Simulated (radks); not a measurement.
The numbers below are computed, except where a source is named.
Bi17+, 66 electrons, occupied as [Kr] 4d10 4f14 5s2 5p4.

Code: a radial shooting solver on a logarithmic mesh with Libxc functionals. Model: Dirac Kohn-Sham, exchange-only PBE, spin-unpolarised, spherical densities, finite nucleus; open shells fill j = l - 1/2 first; Fermi nuclear charge, rms radius 5.5211 fm.

Energy parts (eV):
part                   energy
total              -584277.71
kinetic             683047.02
electron-nucleus  -1456879.68
Hartree             199913.84
exchange            -10358.90

Orbitals (lengths in bohr, moments of r in powers of bohr; r(90%) holds 90 % of the orbital's charge):
orbital	occ.	eigenvalue (eV)	r(90%)
1s1/2	2	-90823.16	0.0290
2s1/2	2	-16607.01	0.103
2p1/2	2	-15978.72	0.0902
2p3/2	4	-13658.64	0.102
3s1/2	2	-4280.084	0.252
3p1/2	2	-3994.570	0.243
3p3/2	4	-3474.487	0.266
3d3/2	4	-3004.307	0.240
3d5/2	6	-2893.893	0.246
4s1/2	2	-1253.322	0.539
4p1/2	2	-1128.624	0.546
4p3/2	4	-999.5233	0.594
4d3/2	4	-795.8678	0.614
4d5/2	6	-771.5815	0.629
4f5/2	6	-506.4878	0.669
4f7/2	8	-500.7602	0.677
5s1/2	2	-486.2233	1.09
5p1/2	2	-439.0438	1.14
5p3/2	2	-407.3181	1.22

The highest occupied level is 5p3/2 at -407.32 eV. For comparison, the ionisation energy in NIST's Atomic Spectra Database is 436 eV (theoretical). In exact Kohn-Sham theory the highest level is minus the ionisation energy, but local and semilocal functionals leave it too shallow, through self-interaction and a potential that decays too fast; potentials with the right tail come closer. The density falls to 0.001 e/bohr^3 at r = 1.84 bohr.

Beside tabulated values, note that spin-unpolarised runs miss the spin-polarisation part of the exchange energy of open shells.
